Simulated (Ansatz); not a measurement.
Correlation energies of H4NOSbSi (`O[SiH]1[NH][SbH]1`) by basis set

```xyz
8

O     0.9525    0.1196    1.7507
Si    0.2241   -0.3409    0.3541
N     0.3083    0.6909   -0.9466
Sb   -1.7592    0.8885   -0.5636
H     1.1139   -0.5676    2.4000
H     0.4815   -1.7886    0.1455
H     0.9199    1.3148   -1.4408
H    -2.2410   -0.3167   -1.6993
```

Total charge 0; spin multiplicity 1. Correlated methods include outer-core shells of Sb, which these sets cover unevenly. Sb: def2 effective core potential. The geometry is a stationary point of PBE0-D4/def2-TZVP. It is one conformer, not always the lowest. Frozen core, restricted reference, Ansatz 0.2.0.

```
     basis     HF (Eh)  MP2 corr.
  def2-SVP  -659.64999   -0.56537
def2-TZVPP  -659.94163   -0.91811
def2-QZVPP  -659.95973   -1.20219
```

Estimate the CCSD correlation energy and the (T) correction in each basis where they were run (hartree).


```tsv
basis	CCSD corr.	(T)
def2-SVP	-0.59916	-0.01854
def2-TZVPP	-0.92669	-0.03581
```
